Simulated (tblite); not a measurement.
Species: C7H11O (doublet state).
Cartesian coordinates in Å at the GFN2-xTB level; atoms count from 1:
```
atom  x, y, z in Å
C1     2.152    1.063   -0.442
C2     1.191    0.245   -0.041
C3     0.713   -0.989   -0.756
C4    -0.512   -1.451    0.027
C5    -1.054   -0.191    0.808
C6    -1.782    0.779   -0.136
O7    -1.706   -0.503    1.890
C8     0.368    0.439    1.184
H9     2.407    1.952    0.110
H10    2.739    0.858   -1.321
H11    0.464   -0.753   -1.793
H12    1.486   -1.760   -0.773
H13   -1.310   -1.844   -0.601
H14   -0.255   -2.202    0.773
H15   -1.134    1.110   -0.942
H16   -2.123    1.644    0.429
H17   -2.657    0.285   -0.552
H18    0.252    1.475    1.495
H19    0.749   -0.148    2.021
```

Structure optimised with GFN2-xTB, isolated species. This method treats the open shell by occupation alone, without spin polarisation.

Masses are those of the commonest isotopes; rigid-rotor values at the optimised geometry. The values belong to one conformer with, in the numbering `[CH2:1]=[C:2]1[CH2:3][CH2:4][C@@:5]([CH3:6])([O:7])[CH2:8]1`, C1–C2–C3–C4 -173°, C2–C3–C4–C5 22°, C3–C4–C5–C6 75°, C4–C5–C8–C2 40°.

Task: What are A, B and C (GHz)?

Result: Ia = 142.73, Ib = 306.27, Ic = 334.89 u·Å²; 505379 MHz·u·Å²/I gives 3541, 1650 and 1509 MHz, that is A = 3.5407, B = 1.6501, C = 1.5091 GHz.

Task: Classify the top.

Result: An asymmetric top: κ = (2 × 1650 − 3541 − 1509)/(3541 − 1509) = -0.86.

Task: Is it planar, by Δ = Ic − Ia − Ib?

Result: Not planar: Δ = Ic − Ia − Ib = -114.11 u·Å². For a rigid frame Δ = −2 Σ m c², so Σ m c² = 57.06 u·Å² lies off the ab plane: 16.90 from hydrogen and 40.16 from heavier atoms. The atom farthest from that plane is 1.98 Å away.

Task: Give the other two planar moments, Paa and Pbb, and the rms extents of the mass along the axes.

Result: Paa = Σ m a² = (Ib + Ic − Ia)/2 = 249.21 and Pbb = Σ m b² = (Ia + Ic − Ib)/2 = 85.68 u·Å². With the mass M = 111.08 u, the rms extents √(P/M) along a, b and c are 1.50, 0.88, 0.72 Å.

Task: List the rotational levels J(Ka,Kc) to J = 4 (MHz).

Result: Above 0(0,0):
J = 1: 1(0,1) 3159, 1(1,1) 5050, 1(1,0) 5191
J = 2: 2(0,2) 9470, 2(1,2) 11227, 2(1,1) 11650, 2(2,1) 17322, 2(2,0) 17330
J = 3: 3(0,3) 18918, 3(1,3) 20489, 3(1,2) 21335, 3(2,2) 26800, 3(2,1) 26838, 3(3,1) 36610, 3(3,0) 36610
J = 4: 4(0,4) 31480, 4(1,4) 32829, 4(1,3) 34238, 4(2,3) 39431, 4(2,2) 39543, 4(3,2) 49262, 4(3,1) 49263, 4(4,1) 62976, 4(4,0) 62976
Those of J = 1 are B + C, A + C and A + B.

Task: Estimate the classical rotational partition function at 25 K, 100 K and 298.15 K.

Result: Point group C1, symmetry number σ = 1; q = (√π/σ)·√((kT/h)³/(ABC)), k/h = 20836.6 MHz/K: 7100 at 25 K, 56800 at 100 K, 292000 at 298.15 K.

For this open shell read J as N, the rotation without spin; fine and hyperfine splittings come on top. Its GFN2-xTB frequencies are all real (lowest 69 cm⁻¹). Zero-point vibration and centrifugal distortion are left out.

All values are computed, not measured.
